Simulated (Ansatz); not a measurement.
Relaxation of BFH$_{4}$OS (8 atoms, charge 0, multiplicity 1), to a largest force component of 0.03 eV/Å in at most 50 steps.

These are results of Ansatz 0.2.0, RKS PBE0/def2-SVP, not measurements.

```xyz
8
Properties=species:S:1:pos:R:3
B -0.062 -0.281 -0.158
F -0.057 -0.661 1.121
O 1.051 -0.433 -0.893
H 1.796 -0.773 -0.384
H -1.078 0.098 -0.666
S -0.032 2.493 1.212
H 1.208 2.548 1.742
H -0.316 1.314 1.864
```

Question: Where does it end, and by what steps?

Answer: The forces met the threshold. After 6 steps the energy has fallen by 0.057 eV; H8 moved furthest, 0.31 Å.

| step | energy less start (eV) | largest force component (eV/Å) | accepted |
| --- | --- | --- | --- |
| 0 | 0.0000 | 0.738 | yes |
| 1 | -0.0509 | 0.253 | yes |
| 2 | -0.0538 | 0.209 | yes |
| 3 | -0.0561 | 0.106 | yes |
| 4 | -0.0564 | 0.063 | yes |
| 5 | -0.0565 | 0.039 | yes |
| 6 | -0.0566 | 0.017 | yes |

```xyz
8
Properties=species:S:1:pos:R:3
B -0.059 -0.401 -0.242
F -0.058 -0.750 1.049
O 1.066 -0.517 -0.964
H 1.814 -0.835 -0.444
H -1.078 -0.034 -0.762
S -0.044 2.671 1.366
H 1.239 2.614 1.781
H -0.370 1.557 2.054
```

Whether the end is a true minimum wasn't checked by a vibrational analysis.

The run took 17 s on 1 thread of AMD EPYC 7R43 64-Core Processor (Zen 3), with other jobs on the host, peak memory 0.16 GiB.
